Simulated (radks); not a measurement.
Task: The mean radii <r> (bohr) of the occupied orbitals of an atom or ion are listed with their occupations. Calculated with a radial shooting solver on a logarithmic mesh with Libxc functionals: non-relativistic Kohn-Sham, r2SCAN, spin-unpolarised, spherical densities, point nucleus; meta-GGA in the generalised Kohn-Sham scheme.

| orbital | occ. | <r> |
|---|---|---|
| 1s | 2 | 0.06158 |
| 2s | 2 | 0.2818 |
| 2p | 6 | 0.2481 |
| 3s | 2 | 0.8520 |
| 3p | 6 | 0.8929 |
| 3d | 4 | 1.047 |
| 4d | 1 | 4.206 |

Name the element and its charge.

Result: Z = 25, manganese, charge +2: Mn2+ in [Ar] 3d4 4d1. The 1s radius gives Z: for a bare nucleus <r> = 1.5/Z, 0.06 bohr for Z = 25, and screening makes it slightly larger (0.06158 here). The occupations add up to 23, and the charge is Z minus that.
